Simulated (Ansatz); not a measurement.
Start from `OCN[SiH2]S` and change one atom or group to get `OCNBF`.

Ansatz, PBE0-D4/def2-TZVP geometries, multiplicity 1. Each molecule was computed in one conformer, which needn't be the lowest.

```csv
property,`OCN[SiH2]S`
HOMO–LUMO gap (ωB97M-V/def2-TZVPP) / eV,11.35
HOMO energy (ωB97M-V/def2-TZVPP) / eV,-9.60
size of the dipole moment (ωB97M-V/def2-TZVPP) / D,1.42
size of the dipole moment (PBE/def2-TZVPP) / D,1.32
LUMO energy (PBE/def2-TZVPP) / eV,-0.90
HOMO energy (PBE/def2-TZVPP) / eV,-5.97
```

(1) What does the change do to each property? (Estimate.)

## Answers

(1) The calculation gave: 
| property | `OCNBF` | shift |
| --- | --- | --- |
| HOMO–LUMO gap (ωB97M-V/def2-TZVPP) / eV | 12.61 | 1.26 |
| HOMO energy (ωB97M-V/def2-TZVPP) / eV | -10.46 | -0.86 |
| size of the dipole moment (ωB97M-V/def2-TZVPP) / D | 3.18 | 1.76 |
| size of the dipole moment (PBE/def2-TZVPP) / D | 3.11 | 1.79 |
| LUMO energy (PBE/def2-TZVPP) / eV | -0.34 | 0.56 |
| HOMO energy (PBE/def2-TZVPP) / eV | -6.48 | -0.51 |

With PBE0 the HOMO falls by 0.72 eV and the LUMO rises by 0.61 eV, so the gap widens by about 1.33 eV. PBE moves the HOMO by -0.51 eV and ωB97M-V by -0.86 eV. Dipoles are sizes alone; their direction can turn.
